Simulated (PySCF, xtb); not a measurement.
CrO₂Cl₂, SMILES [O]=[Cr](=[O])([Cl])[Cl], multiplicity 1.

Harmonic wavenumbers (cm⁻¹) from GFN2-xTB (xtb) at its own minimum, in rising order: 165, 210, 230, 256, 289, 412, 441, 900, 1017.

Problem. What does PBE0-D3(BJ)/def2-SVP in PySCF give at its own minimum? (An estimate is asked for; the answer gives what the named calculation found.)

Solution. 141, 226, 245, 281, 379, 498, 509, 1171, 1173. Paired by order, the mean absolute difference is 84 cm⁻¹ and the zero-point energies are 5.6 and 6.6 kcal/mol.
